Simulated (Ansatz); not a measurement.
**Relaxing a trial structure of ClFGeSi**

The starting geometry of this gas-phase singlet was optimised with GFN2-xTB.

```xyz
4

Cl   -0.3059   -0.5507   -1.8353
F     0.3868    1.0360    1.4612
Ge   -0.1367   -1.3311    0.2157
Si   -1.2392    0.7319    1.0238
```

Task: Predict what becomes of its bonds when it is optimised with r2SCAN-D4/def2-SVP.

Result: A new bond forms, giving a structure with Cl1 bridging Ge3 and Si4, given below by its coordinates. Contacts that close: Cl1–Si4 (3.27 → 2.39 Å).

The energy falls by 0.41 eV over 12 steps:

| step | E − E(last) (eV) |
| --- | --- |
| 1 | 0.413 |
| 2 | 0.280 |
| 3 | 0.140 |
| 5 | 0.077 |
| 6 | 0.052 |
| 7 | 0.041 |
| 8 | 0.035 |
| 10 | 0.000 |
| 11 | 0.000 |
| 12 | 0.000 |

Final geometry (Å):

```yaml
atoms:
  - { symbol: Cl, position_ang: [-0.4104, -0.0874, -1.4531] }
  - { symbol: F, position_ang: [0.4269, 0.6789, 1.1258] }
  - { symbol: Ge, position_ang: [-0.0007, -1.3624, 0.5570] }
  - { symbol: Si, position_ang: [-1.3107, 0.6570, 0.6358] }
```

Frequencies at the end are all real (lowest 136 cm⁻¹). Run with Ansatz 0.2.0, 18 s on 2 threads of Arm Neoverse V2, on a shared host.
